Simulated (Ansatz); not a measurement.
Computed with Ansatz on PBE0-D4/def2-TZVP structures; ΔE is electronic, products minus reactants. CCSD(T)/CBS adds triple-zeta CCSD(T) − MP2 to the extrapolated MP2 energy (def2 sets, frozen cores). This one scheme is used for every species. Functionals use def2-TZVPP. B3LYP here is the variant with VWN-RPA as its local correlation; programs differ in this. def2 core potentials past Kr. For Br, Sn outer-core shells are correlated without core-valence functions, which leaves a few kJ/mol of doubt a bond. Scalar relativity is left out up to krypton. Each species was taken in one conformer, which may not be the lowest.

Reaction (redistribution): `[OH][SnH]([Br])[Br]` + `CO[SiH2]N` → `[OH][SnH2][Br]` + `CO[SiH](N)Br`

**Question.** Is it downhill or uphill in electronic energy at CCSD(T)/CBS, and by how much? (Estimate.)

**Answer.** The calculation gave: Nearly level: ΔE = +0.2 kcal/mol.

**Question.** What do these levels give: B3LYP-D4, ωB97M-V, PBE, PBE0, B3LYP, HF/def2-TZVPP, MP2/def2-TZVPP, SCS-MP2/def2-TZVPP, CCSD/def2-TZVPP, HF/def2-QZVPP, MP2/def2-QZVPP, SCS-MP2/def2-QZVPP? (Estimate.)

**Answer.** Ansatz gave: B3LYP-D4 0.3, ωB97M-V -1.3, PBE -0.1, PBE0 -0.6, B3LYP 0.8, HF/def2-TZVPP 0.8, MP2/def2-TZVPP -1.0, SCS-MP2/def2-TZVPP -0.4, CCSD/def2-TZVPP -1.1, HF/def2-QZVPP 1.1, MP2/def2-QZVPP -0.2, SCS-MP2/def2-QZVPP 0.3 kcal/mol.

Largest T1 diagnostic among the species: 0.011.

In def2-TZVPP, CCSD(T) changes the Hartree–Fock value by −1.8 kcal/mol (the triples alone add +0.0 kcal/mol) and MP2 by −1.8 kcal/mol.
